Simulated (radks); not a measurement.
Results of a calculation; reference values are marked as such.
Species: W36+. Configuration: [Kr] 4d2.

Level of theory: non-relativistic Kohn-Sham, TPSS, spin-polarised, spherical densities, point nucleus; open shells are filled with parallel spins first (spin-orbit coupling, left out, can overturn this in heavy ions); meta-GGA in the generalised Kohn-Sham scheme; relativity is left out, which matters for an element this heavy (a radial shooting solver on a logarithmic mesh with Libxc functionals).

Energy parts (eV):
part                      energy
total                 -395579.27
kinetic                395521.69
electron-nucleus      -878494.67
Hartree                 94091.37
exchange-correlation    -6697.66

Orbitals (lengths in bohr, moments of r in powers of bohr; <r^-3> diverges for s and p1/2):
orbital  occ.  eigenvalue (eV)  <1/r>  <r^-3>
1s up       1        -65315.92  73.47       -
1s down     1        -65315.93  73.47       -
2s up       1        -12011.84  17.24       -
2s down     1        -12009.52  17.24       -
2p up       3        -11574.42  17.26   14190
2p down     3        -11572.69  17.26   14190
3s up       1        -3874.009  6.720       -
3s down     1        -3873.188  6.722       -
3p up       3        -3675.433  6.664    3117
3p down     3        -3674.399  6.665    3118
3d up       5        -3311.505  6.573   548.8
3d down     5        -3309.546  6.573   548.6
4s up       1        -1769.137  3.280       -
4s down     1        -1762.870  3.276       -
4p up       3        -1682.420  3.224   961.1
4p down     3        -1676.121  3.220   958.2
4d up       2        -1529.151  3.117   161.8
4d down     0        -1522.804  3.115   161.6
5s up       0        -1005.284  1.904       -
5s down     0        -1002.894  1.901       -
5p up       0        -964.1077  1.872   403.9
5p down     0        -961.7568  1.869   402.7

The highest occupied level is 4d up at -1529.2 eV. Summed over all electrons, <r^2> = 2.948 bohr^2, which gives a Langevin (diamagnetic) susceptibility term of -2.33 x 10^-6 cm^3/mol.
